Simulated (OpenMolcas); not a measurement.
## Levels of Ar2+ by method

```yaml
Program: OpenMolcas 26.06
Basis: ANO-R1 [4s3p1d]
Scalar_Hamiltonian: X2C, finite nucleus
Active_space: 6 electrons in 4 orbitals (3s 3p)
State_averaging: 2S+1 = 3 even, 3 roots; 2S+1 = 1 even, 6 roots; 2S+1 = 3 odd, 3 roots; 2S+1 = 1 odd, 3 roots
Spin-orbit_coupling: RASSI with atomic mean-field integrals over the reference wave functions, term energies averaged over their components
```

Methods on the same reference wave functions:
A. CASSCF
B. SS-CASPT2, IPEA 0.25 Eh, imaginary shift 0.1 Eh (closed shells correlated: 2s 2p)

Energies in cm-1 above 3s2 3p4 3P2, the measured ground level; measured values from Saloman, J. Phys. Chem. Ref. Data 39, 033101 (2010).

```csv
Level,A,B,Measured
3s2 3p4 3P2,0.0,0.0,0.0
3s2 3p4 3P1,1113,1116,1112
3s2 3p4 3P0,1577,1586,1570
3s2 3p4 1D2,16850,15430,14010
3s2 3p4 1S0,31433,33660,33266
3s 3p5 3P* 2,139247,123550,113801
3s 3p5 3P* 1,140309,124610,114797
3s 3p5 3P* 0,140853,125160,115328
3s 3p5 1P* 1,201837,176490,144022
```

Deviations, from unrounded energies. A percentage is the sum of absolute deviations over the sum of measured energies, with the sign that they share, or ± where signs differ.

| Against measurement | Levels | A | B |
| --- | --- | --- | --- |
| mean absolute deviation (cm-1) | 8 | 17000 | 8000 |
| fine structure of the ground term (%) | 2 | +0.3 | +0.7 |
| other terms of the ground configuration (%) | 2 | ±9.9 | +3.8 |
| other configurations (%) | 4 | +27.5 | +12.7 |

B lies closest to measurement on these levels. The largest miss of B in the table is 3s 3p5 1P* 1, by +32000 cm-1. The ranking rests on the paired levels alone, and a cruder setting can come out closer through cancelling errors.

From A to B the spin-free energies of the other terms of 3s2 3p4 shown, above 3P, scale by factors of 0.91 to 1.07.

The lowest spin-free term lies below A's lowest term by 0.109 hartree in B.

CASPT2 breaks the degeneracy within a term, and the mean is taken; among the terms shown or strongly mixed into the levels shown the widest spread is 120 cm-1 (3s2 3p4 1D, B). Over all roots computed the reference weight is 0.88 to 0.97 in B; the roots of lowest weight are the least certain, and an intruder state may touch them. Terms of s pⁿ other than that of highest spin mix with s² pⁿ⁻² d, which this space lacks; all of them can be thousands of cm-1 off, and some have no real level of that name. Measured partners are found by configuration, term and J. A level has none where our copy of the source lacks it or the pairing is in doubt (some pairs that miss far off the trend of their configuration count as doubtful), and it then counts in no deviation. Only configurations of the active space appear.

* marks odd parity.
